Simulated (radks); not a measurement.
The numbers below are computed, except where a source is named.
Q: Coherent X-ray form factor from a spherical all-electron density. Level of theory: Dirac Kohn-Sham, PBEsol, spin-unpolarised, spherical densities, finite nucleus; Fermi nuclear charge, rms radius of each element as measured or else 0.836 A^(1/3) + 0.57 fm (a radial shooting solver on a logarithmic mesh with Libxc functionals).

sin(theta)/lambda (1/angstrom),f0 (electrons)
0.05,72.793
0.1,69.808
0.15,66.151
0.2,62.453
0.25,58.887
0.3,55.473
0.4,49.156
0.5,43.633
0.6,38.898
0.8,31.300
1,25.598
1.25,20.639
1.5,17.507
2,13.864

The species is in the configuration that NIST lists as its ground one. Which atom or ion scatters so?

A: Neutral tungsten, [Xe] 4f14 5d4 6s2. Extrapolating in s^2 from the first two rows gives f0(0) = 73.8, near the electron count 74; among species with that count, the fall with angle is slower the higher Z, and the table is that of Z = 74; from so few rows the species is fixed only to a neighbour or two.
